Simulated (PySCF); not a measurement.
Radial density of Bi⁺ (bismuth, charge +1)

PW91, [Xe] 4f14 5d10 6s1 6p2 7s1, high-spin 5P determinant (an excited configuration). All numbers are calculated (PySCF 2.14, a scalar-relativistic core potential, in aug-cc-pVTZ-PP with one added diffuse shell each of d, f type with ECP60MDF (6s5p5d3f, 67 functions)). This is the valence pseudo-density: the core potential removes the inner electrons and smooths the orbitals near the nucleus.

```csv
r (bohr),4πr²ρ (e/bohr),4πr²(ρα − ρβ)
0.00953,1.540e-05,0.0000
0.0160,3.770e-05,0.0000
0.0270,7.396e-05,0.0000
0.0453,0.0001030,0.0000
0.0763,0.0001859,0.0000
0.128,0.001078,0.0000
0.216,0.01589,0.0005
0.363,0.5188,0.0231
0.611,10.92,0.3417
1.03,20.06,-0.0498
1.73,5.453,1.4509
2.91,1.180,1.0531
4.89,0.3375,0.3373
8.22,0.03833,0.0383
13.8,6.578e-05,0.0001
```

Energies and moments cover only the electrons outside the core potential. Spin-orbit coupling is strong in this species (close to jj coupling), so the high-spin LS determinant is a model state, not a physical level. The outer electron is Rydberg-like, and this basis confines it to a smaller radius and binds it less than a complete one would.

Q: Where is the radial spin density 4πr²(ρα − ρβ) most negative, and why is it negative at all?

A: Around r = 1.03 bohr, down to -0.0498 e/bohr: exchange with the open shell polarises the paired shells in an unrestricted calculation.
